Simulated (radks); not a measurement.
Task: Radial electron density D(r) = 4 pi r^2 rho(r) of an atom or ion with 3 electrons. All-electron calculation, scalar-relativistic Kohn-Sham, HCTH/407, spin-polarised, spherical densities, finite nucleus; Fermi nuclear charge, rms radius of each element as measured or else 0.836 A^(1/3) + 0.57 fm. Program: a radial shooting solver on a logarithmic mesh with Libxc functionals.

```
   r/bohr * D(r) (the largest magnitude, 39, reaches the edge; | marks zero)
  0.00144 |    *
 0.001816 |      *
  0.00229 |         *
 0.002888 |             *
 0.003642 |                  *
 0.004593 |                         *
 0.005793 |                                *
 0.007247 |                                        *
  0.00914 |                                                *
  0.01153 |                                                     *
  0.01454 |                                                      *
  0.01833 |                                                 *
  0.02312 |                                       *
  0.02916 |                           *
  0.03677 |                  *
  0.04637 |               *
  0.05801 |                  *
  0.07316 |                    *
  0.09226 |                *
   0.1164 |         *
   0.1467 |       *
   0.1851 |         *
   0.2334 |       *
   0.2943 |  *
   0.3712 |*
   0.4643 *
   0.5856 *
```

What is the nuclear charge?

Result: Z = 62. The innermost maximum, from 1s, lies near gamma/Z bohr with gamma = sqrt(1 - (Z/c)^2) = 0.892, here 0.0144 bohr (found: 0.0135), and its height grows with Z. The density is that of the samarium ion Sm59+ in 1s1 2s1 3s1; the configuration itself is not fixed sharply by these data, and Z only to a few units. D(r) has 3 maxima, at r = 0.0135, 0.0714, 0.193 bohr, and minima at 0.0449, 0.142 bohr, inside which lie 1.03, 2.05 electrons.
